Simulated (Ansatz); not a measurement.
Born–Oppenheimer molecular dynamics of C4H12Si (17 atoms, charge 0, multiplicity 1). It starts from a relaxed structure.

Level of theory: RKS PBE0/STO-3G (Ansatz).

* ensemble: NVT, Nosé–Hoover chain
* time step: 0.5 fs
* steps asked: 500
* set temperature: 200 K
* thermostat: time constant 20 fs, chain length 3
* seed: 591235

Frames 2.5 fs apart, positions in Å, forces in eV/Å.

Velocities at 15 fs (Å/ps):

```
Si 1.54 -0.63 -1.02
C -2.07 -1.45 0.60
H 13.63 4.05 -15.30
H -13.56 3.85 -10.72
H -4.56 -19.45 -10.92
C -4.22 2.75 1.69
H 8.93 -6.90 -18.32
H -5.70 19.48 0.45
H 4.86 -2.47 4.59
C 3.07 4.33 -1.55
H -7.81 3.46 -8.78
H -5.64 -0.04 4.13
H 8.60 6.62 11.88
C 0.76 -4.13 3.95
H 0.70 0.80 17.13
H -12.30 -16.89 -9.70
H -0.70 7.19 7.96
```

```xyz
17
Properties=species:S:1:pos:R:3:forces:R:3 time_fs=15 energy_less_start_eV=0.180 T=131
Si -0.017 0.000 -0.024 0.83 -0.20 0.50
C -0.012 -0.154 1.863 0.02 0.13 -1.24
H -1.045 -0.102 2.215 0.06 -0.12 0.24
H 0.420 -1.134 2.102 -0.04 0.34 0.43
H 0.556 0.668 2.304 0.10 -0.24 0.29
C 1.766 0.156 -0.667 0.68 -0.92 0.42
H 2.381 -0.761 -0.544 -0.76 0.10 -0.08
H 1.855 0.416 -1.728 -0.30 0.17 0.07
H 2.345 0.882 -0.089 -0.35 0.45 -0.08
C -0.893 1.560 -0.521 -0.58 0.28 0.34
H -1.974 1.545 -0.282 0.53 0.01 -0.17
H -0.446 2.410 0.003 -0.08 0.02 0.18
H -0.769 1.780 -1.575 -0.14 -0.10 -0.46
C -0.844 -1.563 -0.629 -0.14 0.33 -0.72
H -1.836 -1.709 -0.183 0.01 0.26 -0.30
H -0.911 -1.560 -1.734 -0.23 -0.19 0.57
H -0.266 -2.430 -0.330 0.40 -0.33 0.00
17
Properties=species:S:1:pos:R:3:forces:R:3 time_fs=17.5 energy_less_start_eV=0.223 T=119
Si -0.012 -0.001 -0.026 0.42 -0.04 0.43
C -0.017 -0.158 1.860 0.21 -0.09 -2.40
H -1.025 -0.094 2.190 -1.16 -0.01 0.69
H 0.389 -1.124 2.091 0.33 -0.59 0.63
H 0.557 0.625 2.293 0.74 0.78 0.81
C 1.757 0.160 -0.662 1.18 -0.71 -0.10
H 2.376 -0.768 -0.593 -0.87 0.42 0.01
H 1.831 0.469 -1.720 -0.32 -0.01 0.38
H 2.346 0.887 -0.080 -0.44 0.12 -0.09
C -0.887 1.571 -0.523 -0.70 -0.16 0.58
H -1.973 1.554 -0.310 0.53 -0.04 -0.12
H -0.461 2.413 0.020 0.05 0.17 0.24
H -0.750 1.795 -1.568 -0.03 0.01 -0.76
C -0.843 -1.572 -0.621 -0.39 0.41 -0.88
H -1.831 -1.699 -0.150 0.19 0.17 -0.34
H -0.948 -1.608 -1.732 -0.06 -0.05 0.93
H -0.254 -2.426 -0.309 0.33 -0.39 -0.01
17
Properties=species:S:1:pos:R:3:forces:R:3 time_fs=20 energy_less_start_eV=0.117 T=186
Si -0.006 -0.003 -0.027 0.04 0.12 0.10
C -0.021 -0.162 1.846 -0.05 0.36 -0.49
H -1.059 -0.087 2.200 0.33 0.00 0.15
H 0.373 -1.142 2.115 0.03 -0.08 0.28
H 0.593 0.616 2.323 -0.24 -0.21 0.03
C 1.754 0.162 -0.658 0.06 0.57 -0.27
H 2.324 -0.758 -0.643 0.13 -0.54 0.15
H 1.787 0.525 -1.693 -0.21 -0.09 0.07
H 2.321 0.900 -0.075 -0.17 -0.11 0.10
C -0.884 1.583 -0.523 0.74 0.08 -0.60
H -1.947 1.560 -0.345 -0.69 -0.11 0.15
H -0.475 2.424 0.051 -0.03 -0.09 -0.10
H -0.733 1.811 -1.597 -0.06 -0.14 0.55
C -0.843 -1.580 -0.617 0.65 -0.21 0.73
H -1.817 -1.679 -0.134 -0.11 -0.04 0.02
H -0.990 -1.660 -1.684 0.00 0.05 -0.60
H -0.224 -2.442 -0.288 -0.42 0.43 -0.27
17
Properties=species:S:1:pos:R:3:forces:R:3 time_fs=22.5 energy_less_start_eV=0.215 T=149
Si 0.000 -0.005 -0.028 -0.36 0.24 -0.24
C -0.025 -0.165 1.829 0.05 0.00 1.59
H -1.079 -0.080 2.221 1.20 0.01 -0.35
H 0.358 -1.164 2.155 -0.34 0.76 -0.34
H 0.618 0.596 2.358 -0.87 -0.70 -0.65
C 1.751 0.166 -0.654 -0.73 0.62 -0.25
H 2.275 -0.774 -0.686 0.55 -0.48 0.15
H 1.729 0.578 -1.661 0.01 -0.12 -0.36
H 2.286 0.907 -0.064 0.32 -0.16 0.34
C -0.878 1.595 -0.526 0.41 -0.16 -0.44
H -1.953 1.561 -0.375 -0.35 -0.12 0.15
H -0.490 2.431 0.077 -0.04 -0.18 -0.30
H -0.718 1.819 -1.601 0.03 -0.04 0.66
C -0.841 -1.589 -0.610 0.55 0.10 0.68
H -1.809 -1.660 -0.117 -0.18 -0.19 0.26
H -1.034 -1.712 -1.662 0.15 0.20 -0.79
H -0.214 -2.437 -0.281 -0.40 0.21 -0.11
17
Properties=species:S:1:pos:R:3:forces:R:3 time_fs=25 energy_less_start_eV=0.275 T=128
Si 0.005 -0.006 -0.030 -0.78 0.31 -0.27
C -0.030 -0.167 1.818 0.32 -0.58 1.17
H -1.038 -0.071 2.225 -0.19 0.17 -0.11
H 0.325 -1.148 2.179 -0.10 0.10 -0.48
H 0.599 0.542 2.360 -0.01 0.40 -0.22
C 1.745 0.172 -0.652 -0.32 -0.39 -0.49
H 2.252 -0.813 -0.722 0.08 0.91 0.15
H 1.669 0.624 -1.646 0.32 -0.28 -0.15
H 2.267 0.904 -0.034 0.46 -0.34 0.17
C -0.870 1.606 -0.530 -1.07 -1.03 0.80
H -1.976 1.555 -0.396 0.82 -0.04 0.01
H -0.508 2.430 0.088 0.10 0.12 -0.10
H -0.699 1.828 -1.572 0.25 0.27 -0.58
C -0.836 -1.598 -0.599 -0.90 0.82 -0.93
H -1.808 -1.652 -0.087 0.24 -0.22 0.06
H -1.069 -1.752 -1.679 0.50 0.49 0.69
H -0.225 -2.424 -0.279 0.27 -0.71 0.28
17
Properties=species:S:1:pos:R:3:forces:R:3 time_fs=27.5 energy_less_start_eV=0.355 T=94
Si 0.009 -0.007 -0.032 -1.11 0.28 -0.12
C -0.033 -0.173 1.812 0.20 -0.26 0.02
H -1.007 -0.053 2.223 -1.41 0.28 0.19
H 0.285 -1.129 2.177 0.37 -1.13 -0.15
H 0.580 0.509 2.349 0.89 1.25 0.32
C 1.737 0.178 -0.651 -0.04 -0.04 -0.45
H 2.237 -0.806 -0.750 0.12 0.82 0.08
H 1.627 0.656 -1.639 0.59 -0.32 0.17
H 2.274 0.880 0.006 0.22 -0.50 -0.29
C -0.866 1.612 -0.532 -0.47 -1.18 0.48
H -1.960 1.546 -0.417 0.28 0.00 0.03
H -0.522 2.434 0.093 0.14 0.18 0.05
H -0.667 1.850 -1.569 0.15 0.18 -0.40
C -0.835 -1.603 -0.592 -0.61 0.35 -0.39
H -1.794 -1.656 -0.052 0.26 -0.17 -0.12
H -1.077 -1.765 -1.663 0.40 0.46 0.52
H -0.225 -2.445 -0.264 0.03 -0.18 0.06
17
Properties=species:S:1:pos:R:3:forces:R:3 time_fs=30 energy_less_start_eV=0.309 T=125
Si 0.011 -0.007 -0.035 -1.26 0.17 -0.02
C -0.035 -0.180 1.808 -0.22 0.61 1.52
H -1.044 -0.019 2.227 0.19 -0.05 -0.41
H 0.263 -1.166 2.163 0.16 -0.28 -0.21
H 0.603 0.538 2.350 -0.05 -0.12 -0.40
C 1.728 0.184 -0.653 -0.19 0.70 -0.02
H 2.230 -0.756 -0.774 0.58 -0.64 -0.13
H 1.617 0.672 -1.625 0.62 0.03 -0.08
H 2.294 0.828 0.032 0.07 -0.11 -0.36
C -0.864 1.614 -0.531 1.23 -0.44 -0.62
H -1.930 1.536 -0.437 -0.97 -0.01 0.06
H -0.528 2.447 0.100 -0.01 -0.20 -0.06
H -0.626 1.883 -1.586 -0.22 -0.23 0.75
C -0.837 -1.606 -0.587 0.78 -0.23 1.40
H -1.768 -1.670 -0.021 -0.25 -0.08 -0.09
H -1.063 -1.753 -1.623 -0.08 0.14 -1.00
H -0.223 -2.476 -0.245 -0.38 0.72 -0.36
17
Properties=species:S:1:pos:R:3:forces:R:3 time_fs=32.5 energy_less_start_eV=0.322 T=124
Si 0.010 -0.007 -0.037 -1.28 0.04 0.19
C -0.038 -0.184 1.811 -0.18 0.49 1.84
H -1.076 0.014 2.210 1.10 -0.34 -0.51
H 0.250 -1.218 2.137 -0.17 1.06 -0.26
H 0.627 0.564 2.331 -0.61 -0.99 -0.55
C 1.718 0.193 -0.656 0.54 -0.36 -0.13
H 2.254 -0.735 -0.806 0.10 -0.54 -0.12
H 1.645 0.690 -1.615 0.44 0.37 -0.33
H 2.321 0.769 0.039 0.11 0.50 -0.01
C -0.857 1.613 -0.532 0.26 -0.33 -0.19
H -1.945 1.526 -0.455 -0.02 0.11 -0.06
H -0.534 2.450 0.105 -0.08 -0.34 0.01
H -0.596 1.905 -1.566 -0.24 -0.26 0.34
C -0.835 -1.611 -0.575 0.41 0.28 0.55
H -1.754 -1.690 0.004 -0.44 0.04 -0.20
H -1.051 -1.730 -1.630 -0.12 0.07 -0.37
H -0.239 -2.471 -0.245 0.19 0.18 -0.21
17
Properties=species:S:1:pos:R:3:forces:R:3 time_fs=35 energy_less_start_eV=0.332 T=126
Si 0.007 -0.007 -0.040 -1.15 -0.02 0.54
C -0.043 -0.186 1.822 0.15 0.05 -0.50
H -1.053 0.029 2.165 -0.18 -0.14 0.24
H 0.228 -1.218 2.097 -0.01 0.51 0.20
H 0.623 0.540 2.283 0.23 -0.11 0.39
C 1.711 0.200 -0.659 1.99 -1.17 -0.81
H 2.282 -0.741 -0.846 -0.77 0.44 0.11
H 1.699 0.729 -1.620 0.14 0.14 0.20
H 2.353 0.734 0.043 -0.19 0.48 0.00
C -0.849 1.609 -0.535 -1.25 -0.81 0.78
H -1.963 1.523 -0.476 0.96 0.18 -0.11
H -0.545 2.435 0.112 0.02 -0.08 0.29
H -0.578 1.913 -1.530 0.06 0.03 -0.90
C -0.832 -1.613 -0.560 -0.82 0.99 -1.12
H -1.763 -1.707 0.017 -0.05 0.12 -0.45
H -1.045 -1.702 -1.655 0.06 0.05 1.05
H -0.244 -2.458 -0.257 0.79 -0.66 0.08
17
Properties=species:S:1:pos:R:3:forces:R:3 time_fs=37.5 energy_less_start_eV=0.352 T=122
Si 0.001 -0.006 -0.041 -0.71 -0.01 0.70
C -0.046 -0.188 1.831 0.21 0.57 -2.29
H -1.039 0.037 2.134 -1.16 0.13 0.77
H 0.206 -1.193 2.069 0.32 -1.02 0.69
H 0.631 0.509 2.256 0.84 0.68 1.01
C 1.714 0.202 -0.667 2.20 -0.18 -0.80
H 2.269 -0.729 -0.880 -0.53 0.05 0.12
H 1.762 0.776 -1.614 -0.25 -0.18 0.54
H 2.375 0.727 0.047 -0.53 0.06 -0.14
C -0.845 1.602 -0.534 -0.28 -0.39 0.05
H -1.934 1.528 -0.503 -0.13 0.03 -0.01
H -0.554 2.413 0.135 0.07 0.01 0.22
H -0.557 1.921 -1.536 -0.01 -0.11 -0.23
C -0.832 -1.612 -0.550 -0.14 0.16 -0.48
H -1.777 -1.719 0.005 0.16 0.07 -0.32
H -1.037 -1.671 -1.629 -0.05 -0.12 0.30
H -0.209 -2.474 -0.267 -0.02 0.25 -0.14
17
Properties=species:S:1:pos:R:3:forces:R:3 time_fs=40 energy_less_start_eV=0.334 T=138
Si -0.007 -0.006 -0.040 -0.03 0.02 0.55
C -0.049 -0.186 1.830 0.15 0.99 -0.79
H -1.080 0.050 2.143 0.54 -0.14 0.36
H 0.200 -1.215 2.077 0.01 -0.13 0.41
H 0.680 0.507 2.283 -0.49 -0.35 0.26
C 1.727 0.204 -0.678 0.77 0.70 0.00
H 2.228 -0.716 -0.909 0.32 -0.95 -0.08
H 1.813 0.816 -1.581 -0.50 -0.05 -0.09
H 2.369 0.723 0.045 -0.23 -0.14 0.19
C -0.843 1.593 -0.533 0.78 0.37 -0.71
H -1.912 1.536 -0.532 -1.10 -0.10 0.06
H -0.561 2.390 0.170 0.01 -0.15 -0.17
H -0.537 1.922 -1.554 -0.16 -0.29 0.81
C -0.832 -1.610 -0.541 0.86 -0.31 0.40
H -1.784 -1.727 -0.024 -0.07 -0.07 0.17
H -1.032 -1.647 -1.589 -0.22 -0.21 -1.20
H -0.173 -2.478 -0.285 -0.65 0.80 -0.18
17
Properties=species:S:1:pos:R:3:forces:R:3 time_fs=42.5 energy_less_start_eV=0.351 T=136
Si -0.015 -0.006 -0.039 0.62 0.05 0.31
C -0.051 -0.180 1.825 0.35 0.02 0.84
H -1.095 0.056 2.174 1.28 -0.22 -0.03
H 0.193 -1.244 2.108 -0.34 1.22 -0.18
H 0.704 0.489 2.326 -1.08 -0.66 -0.33
C 1.744 0.208 -0.689 -0.26 -0.43 0.33
H 2.200 -0.750 -0.942 0.26 -0.07 0.08
H 1.837 0.854 -1.552 -0.47 0.09 -0.65
H 2.349 0.713 0.055 0.32 -0.18 0.55
C -0.838 1.586 -0.535 -1.05 0.19 -0.03
H -1.941 1.540 -0.559 0.37 -0.07 0.13
H -0.566 2.359 0.197 0.00 -0.01 -0.30
H -0.524 1.909 -1.534 0.11 0.05 0.15
C -0.829 -1.609 -0.532 -0.18 0.57 -1.39
H -1.794 -1.739 -0.045 0.00 -0.11 0.38
H -1.038 -1.633 -1.605 0.07 -0.14 -0.11
H -0.169 -2.443 -0.312 0.01 -0.29 0.23
```

Of the whole run (250 fs, mean temperature of the second half 199 K): The conserved energy stayed within 0.36 meV per atom of its start (net change 0.26 meV per atom), so the integration is sound. A run of 0.25 ps of so small a system gives no equilibrium averages. Limits of this set-up: minimal basis.

The run took 29 min on 1 thread of Arm Neoverse V1, with other jobs on the host, peak memory 0.11 GiB.
